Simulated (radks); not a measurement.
The mean radii <r> (bohr) of the occupied orbitals of an atom or ion are listed with their occupations. Method: scalar-relativistic Kohn-Sham, SCAN, spin-unpolarised, spherical densities, finite nucleus; meta-GGA in the generalised Kohn-Sham scheme; Fermi nuclear charge, rms radius of each element as measured or else 0.836 A^(1/3) + 0.57 fm; computed with a radial shooting solver on a logarithmic mesh with Libxc functionals.

| orbital | occ. | <r> |
|---|---|---|
| 1s | 2 | 0.02074 |
| 2s | 2 | 0.08805 |
| 2p | 6 | 0.07806 |
| 3s | 2 | 0.2295 |
| 3p | 6 | 0.2287 |
| 3d | 10 | 0.2080 |
| 4s | 2 | 0.5183 |
| 4p | 6 | 0.5491 |
| 4d | 10 | 0.5949 |
| 5s | 2 | 1.252 |
| 5p | 6 | 1.451 |
| 4f | 10 | 0.7843 |

Name the element and its charge.

Answer. Z = 67, holmium, charge +3: Ho3+ in [Xe] 4f10. The 1s radius gives Z: for a bare nucleus <r> = (2 gamma + 1)/(2Z) with gamma = sqrt(1 - (Z/c)^2), 0.02048 bohr for Z = 67, and screening makes it slightly larger (0.02074 here). The occupations add up to 64, and the charge is Z minus that.
